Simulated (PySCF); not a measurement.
# `N#CCCC[SiH2][AsH2]`, C₄H₁₀AsNSi

Geometry:
```
atom   x (Å)   y (Å)   z (Å)
  N1  -3.843   0.146  -0.239
  C2  -2.954  -0.422   0.200
  C3  -1.821  -1.131   0.738
  C4  -0.521  -0.695   0.047
  C5  -0.199   0.772   0.293
 Si6   1.459   1.281  -0.509
 As7   3.071  -0.245   0.211
  H8  -1.989  -2.203   0.598
  H9  -1.763  -0.925   1.812
 H10   0.296  -1.323   0.427
 H11  -0.611  -0.876  -1.028
 H12  -0.152   0.952   1.370
 H13  -1.011   1.389  -0.092
 H14   1.776   2.647  -0.062
 H15   1.253   1.335  -1.965
 H16   4.160   0.450  -0.543
 H17   2.843  -1.142  -0.971
```

Computed with GIAO HF/pcSseg-1 magnetisability, rotational g tensor and spin-rotation constants, non-relativistic, gas phase (PySCF 2.14.0). Geometry: GFN2-xTB.

The calculation is non-relativistic, which matters for the atoms heavier than Zn.

(1) What are the magnetisability and the molar susceptibility?

(2) Split it along the inertial axes a, b, c into diamagnetic and paramagnetic parts about the centre of mass, with the quadrupole moment.

(3) And the rotational g tensor?

Results:

(1) Isotropic -1728 × 10⁻³⁰ J/T², or -104.1 × 10⁻⁶ cm³/mol; principal values -1799, -1720, -1664 × 10⁻³⁰ J/T², anisotropy 118 × 10⁻³⁰ J/T² (root of half the summed squared differences of the principal values). The susceptibility is in cgs units.

(2) 
```tsv
axis	χ (10⁻⁶ cm³/mol)	diamagnetic (10⁻⁶ cm³/mol)	paramagnetic (10⁻⁶ cm³/mol)	summed x² of all electrons (Å²)	quadrupole Θ (D Å)
a	-107.3	-460.0	352.6	528.8	-25.65
b	-103.9	-2359.1	2255.2	81.2	+12.95
c	-100.9	-2587.8	2486.9	27.3	+12.70
```
Anisotropies 2χaa − χbb − χcc = -9.9 and 2χbb − χaa − χcc = +0.5 × 10⁻⁶ cm³/mol. Θ is traceless in Buckingham's convention.

(3) 
```tsv
axis	rotational constant (GHz)	g	nuclear part	electronic part
a	3.8455	-0.0149	0.6221	-0.6371
b	0.4863	-0.0079	0.5074	-0.5153
c	0.4441	-0.0078	0.5111	-0.5188
```
Asymmetric top; isotopes 75As, 12C, 1H, 14N, 28Si; no vibrational averaging.
